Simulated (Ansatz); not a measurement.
## Ligand exchange: Hf(CH3)2(OH)2 + Ta(OH)3O → Hf(CH3)(OH)3 + Ta(CH3)(OH)2O

Species: Hf(CH3)2(OH)2, singlet; Ta(OH)3O, singlet; Hf(CH3)(OH)3, singlet; Ta(CH3)(OH)2O, singlet. The partners trade CH3 for OH: Hf–CH3 and Ta–OH bonds give way to Hf–OH and Ta–CH3.

Shapes, held fixed at every level: PBE0-D4/def2-TZVP. Flexible molecules stand in one conformer, not always the lowest. Programs: Ansatz 0.2.0. The zero-point and thermal change to 298 K, harmonic and unscaled (PBE0-D4/def2-TZVP), is +3.8 kJ/mol.

```json
{"level": "HF/def2-TZVPP", "kind": "Hartree–Fock", "ΔH(298 K) (kJ/mol)": "-67.7", "less CCSD(T)/def2-TZVPP": "+5.3"}
{"level": "PBE-D4/def2-TZVPP", "kind": "GGA", "ΔH(298 K) (kJ/mol)": "-67.7", "less CCSD(T)/def2-TZVPP": "+5.3"}
{"level": "r2SCAN-D4/def2-TZVPP", "kind": "meta-GGA", "ΔH(298 K) (kJ/mol)": "-67.1", "less CCSD(T)/def2-TZVPP": "+5.9"}
{"level": "B3LYP-D4/def2-TZVPP", "kind": "global hybrid", "ΔH(298 K) (kJ/mol)": "-68.9", "less CCSD(T)/def2-TZVPP": "+4.1"}
{"level": "r2SCAN0-D4/def2-TZVPP", "kind": "global hybrid", "ΔH(298 K) (kJ/mol)": "-68.4", "less CCSD(T)/def2-TZVPP": "+4.6"}
{"level": "wB97X-V/def2-TZVPP", "kind": "range-separated hybrid", "ΔH(298 K) (kJ/mol)": "-68.6", "less CCSD(T)/def2-TZVPP": "+4.4"}
{"level": "CCSD/def2-SVP", "kind": "coupled cluster or CI", "ΔH(298 K) (kJ/mol)": "-83.9", "less CCSD(T)/def2-TZVPP": "-10.9"}
{"level": "CCSD(T)/def2-TZVPP", "kind": "coupled cluster or CI", "ΔH(298 K) (kJ/mol)": "-73.0", "less CCSD(T)/def2-TZVPP": "0.0"}
```

The highest level, CCSD(T)/def2-TZVPP, gives ΔH(298 K) = -73.0 kJ/mol; the levels span -83.9 to -67.1. The column of differences is taken from that level and isn't an error. No measured value is set beside it here. For atoms past krypton def2 sets carry core potentials with scalar relativity. Outer-core shells of Hf, Ta are correlated in most correlated rows, in sets that cover them unevenly.
